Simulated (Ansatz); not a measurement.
## CH7BSeSi: structure from calculated spectroscopic constants

These gas-phase data were calculated for one isomer of CH7BSeSi at B3LYP-D3(BJ)/def2-SVP (harmonic, unscaled wavenumbers; equilibrium rotational constants with average atomic masses):

* rotational constants: 7.347, 1.865, 1.528 GHz
* all wavenumbers above 1500 cm⁻¹: 3121, 3072, 3011, 2603, 2244, 2241, 2230

Candidates:

(1) `CB[Se][SiH3]`, a singlet
(2) `B[Se][SiH2]C`, a singlet

Question: Which structure fits?

Answer: Candidate (1). 1 mode lies between 2350 and 2900 cm⁻¹, one for each B–H bond, while (2) has 2.

The same quantities for all candidates:

|  | rotational constants (GHz) | wavenumbers above 1500 cm⁻¹ | E above the lowest, B3LYP-D3(BJ)/def2-SVP (kcal/mol) |
| --- | --- | --- | --- |
| (1) | 7.347, 1.865, 1.528 | 3121, 3072, 3011, 2603, 2244, 2241, 2230 | 0.0 |
| (2) | 6.32, 2.005, 1.75 | 3138, 3126, 3033, 2696, 2581, 2236, 2229 | 2.0 |

Each candidate is one conformer. Programs: Ansatz 0.2.0.
